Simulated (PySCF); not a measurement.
**C₆ coefficients of unlike pairs at PBEsol**

Calculated with PySCF 2.14 from the dipole response of each species, C₆(A,B) = (3/π) ∫ α_A(iu) α_B(iu) du, in atomic units, from isotropic polarisabilities. For ions this is the dispersion term alone; charge-induced terms of lower order in 1/R come first.

| species | configuration | basis | relativity | α (bohr³) | C₆ (like pair) |
| --- | --- | --- | --- | --- | --- |
| Zr | [Kr] 4d2 5s2 (3F) | aug-cc-pVDZ-PP with ECP28MDF (5s5p4d2f) | core potential | 118.9 | 1654 |
| Si | [Ne] 3s2 3p2 (3P) | def2-QZVPPD (10s6p5d2f1g) | none | 41.07 | 336.4 |
| Ni²⁺ | [Ar] 3d8 (3F) | dyall-av2z (16s12p7d2f) | none | 3.282 | 9.036 |

(1) Estimate C₆ for Ni²⁺ with Zr.

No spin-orbit coupling is included.

The other pairs:

| pair | C₆ |
| --- | --- |
| Ni²⁺, Si | 43.56 |
| Si, Zr | 726.6 |

Answers

(1) The integral gives 86.06. The combination rule 2 C_A C_B / (C_A α_B/α_A + C_B α_A/α_B) gives 80.13 and the geometric mean 122.3.
